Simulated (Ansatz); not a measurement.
Geometry optimisation of CH$_{3}$Cl$_{2}$InO (`C[O][In]([Cl])[Cl]`).

```yaml
crystal:
  periodic: [false, false, false]
  atoms:
    - {symbol: C, position_ang: [0.023120, -0.846670, 1.096340]}
    - {symbol: O, position_ang: [0.382440, 0.449090, 0.684870]}
    - {symbol: In, position_ang: [0.080120, 1.108930, -1.187250]}
    - {symbol: Cl, position_ang: [-1.129760, -0.328450, -2.532630]}
    - {symbol: Cl, position_ang: [0.869540, 3.186140, -1.737710]}
    - {symbol: H, position_ang: [-0.354460, -0.771520, 2.120950]}
    - {symbol: H, position_ang: [0.894090, -1.508770, 1.081320]}
    - {symbol: H, position_ang: [-0.765080, -1.288750, 0.474100]}
basis:
  gaussian: {orbitals: def2-TZVP}
hamiltonian: {xc: pbe0, dispersion: d4}
relax: {f_tol: 0.005, max_steps: 150}
```

```sh
$ ansatz run in.yaml --threads 4 --pin off --events-out ev --progress --plain --max-ram 10444MiB
```

Output, abridged:

```
Functional definition: PBE0
mean field -33345.26624291 eV, -1225.4159321937 hartree, gradient 2.8e-5 eV, S^2 0.000000; 0 other end points of the search recorded, 0 dependent functions left out
relax step   1: F+E_penalty+E_count = -33345.43280986 eV  Δ(F+E_penalty+E_count) = +0.000e0 eV  max|allowed force component| = 8.914e-1 eV/Å  Δτ_max = 0.0000 Å  (30 SCF iters, accepted)
mean field -33345.29812936 eV, -1225.4171039991 hartree, gradient 2.3e-5 eV, S^2 0.000000; 0 other end points of the search recorded, 0 dependent functions left out
relax step   2: F+E_penalty+E_count = -33345.46548956 eV  Δ(F+E_penalty+E_count) = -3.268e-2 eV  max|allowed force component| = 1.690e-1 eV/Å  Δτ_max = 0.0432 Å  (32 SCF iters, accepted)
mean field -33345.30180701 eV, -1225.4172391501 hartree, gradient 2.2e-5 eV, S^2 0.000000; 0 other end points of the search recorded, 0 dependent functions left out
relax step   3: F+E_penalty+E_count = -33345.46885299 eV  Δ(F+E_penalty+E_count) = -3.363e-3 eV  max|allowed force component| = 2.912e-2 eV/Å  Δτ_max = 0.0489 Å  (32 SCF iters, accepted)
mean field -33345.30188791 eV, -1225.4172421234 hartree, gradient 2.1e-5 eV, S^2 0.000000; 0 other end points of the search recorded, 0 dependent functions left out
relax step   4: F+E_penalty+E_count = -33345.46890127 eV  Δ(F+E_penalty+E_count) = -4.828e-5 eV  max|allowed force component| = 1.594e-2 eV/Å  Δτ_max = 0.0044 Å  (34 SCF iters, accepted)
mean field -33345.30189505 eV, -1225.4172423856 hartree, gradient 2.2e-5 eV, S^2 0.000000; 0 other end points of the search recorded, 0 dependent functions left out
relax step   5: F+E_penalty+E_count = -33345.46891088 eV  Δ(F+E_penalty+E_count) = -9.607e-6 eV  max|allowed force component| = 1.428e-2 eV/Å  Δτ_max = 0.0089 Å  (33 SCF iters, accepted)
mean field -33345.30190828 eV, -1225.4172428719 hartree, gradient 2.1e-5 eV, S^2 0.000000; 0 other end points of the search recorded, 0 dependent functions left out
relax step   6: F+E_penalty+E_count = -33345.46891763 eV  Δ(F+E_penalty+E_count) = -6.755e-6 eV  max|allowed force component| = 3.392e-3 eV/Å  Δτ_max = 0.0023 Å  (34 SCF iters, accepted)
mean field -33345.30190828 eV, -1225.4172428719 hartree, gradient 2.1e-5 eV, S^2 0.000000; 1 other end points of the search recorded, 0 dependent functions left out
Total energy: -33345.46895983 eV, -1225.4233819032 hartree
Atom 0 at     0.021347    -0.843111     1.101849 Å, force     0.000370     0.003392     0.000065 eV/Å
Atom 1 at     0.400952     0.452093     0.688356 Å, force    -0.000331    -0.002132    -0.000110 eV/Å
Atom 2 at     0.081722     1.092459    -1.132810 Å, force     0.000574     0.000185    -0.000148 eV/Å
Atom 3 at    -1.100843    -0.267817    -2.574580 Å, force    -0.000394     0.000203    -0.000097 eV/Å
Atom 4 at     0.831324     3.156483    -1.785504 Å, force    -0.000232    -0.000327     0.000207 eV/Å
Atom 5 at    -0.347307    -0.781977     2.130459 Å, force    -0.000352    -0.000584     0.000325 eV/Å
Atom 6 at     0.882634    -1.520302     1.085762 Å, force     0.000248    -0.000133     0.000142 eV/Å
Atom 7 at    -0.769821    -1.287827     0.486458 Å, force     0.000118    -0.000603    -0.000385 eV/Å
Dipole moment:    -0.018950    -0.233062     0.186151 e Å
```

Hardware: 4 threads of an Arm Neoverse V1 on a shared host. Wall time 30 s, peak host memory 0.64 GiB.
